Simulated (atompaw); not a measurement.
# Before and after: PAW (atompaw) potential for Ag (Z = 47)

atompaw 4.2.0.5 input, output lines left out:

```
Ag 47
LDA-PW scalarrelativistic loggrid 1500 logderivrange -4 5 226
5 5 4 0 0 0
5 0 0
5 1 0
4 2 9
0 0 0
c
c
c
c
v
c
c
c
v
c
v
2
2.65 2.10 2.60 1.90
y
-1.2
n
y
4.1
n
y
1.35
n
custom polynom2 7 10 vanderbiltortho gaussian
bessel
2.65
2.65
2.20
2.20
2.65
1.25
```

Change: augmentation gaussian compensation charge, radius 2.10 bohr; PAW radius 2.65 bohr; waves and projectors: custom polynom vanderbiltortho.

Cutoffs: the cutoffs (Ry, on a coarse ladder) from which the occupation-weighted sum of valence levels, in a spherical-Bessel basis at the reference potential, stays within 10 and 1 mRy of its value at 400 Ry; they do not see the model core or the augmentation charge, which bear on the density cutoff.

Question: What does the change do?

Answer: The potential gets softer (30 Ry and 70 Ry → 15 Ry and 30 Ry); the range in which the d phases agree widens (upper end 0.2 → at the end of the scan); neither file shows a bound ghost.

| quantity | base | changed |
| --- | --- | --- |
| cutoff, loose | 30 Ry | 15 Ry |
| cutoff, tight | 70 Ry | 30 Ry |
| bound ghosts | none | none |
| s: phases at 2.66 bohr within 0.05 rad from the reference energy up to (Ry; the scan ends near 5) | 2.0 | 2.2 |
| p: phases at 2.66 bohr within 0.05 rad from the reference energy up to (Ry; the scan ends near 5) | 5.0 | to the end of the scan |
| d: phases at 2.66 bohr within 0.05 rad from the reference energy up to (Ry; the scan ends near 5) | 0.2 | to the end of the scan |
| lowest overlap eigenvalue by channel | s 0.91, p 0.43, d 1.00 | s 0.21, p 0.43, d 0.86 |

 The cutoffs see the waves, projectors and local potential, not the compensation charge or the core.
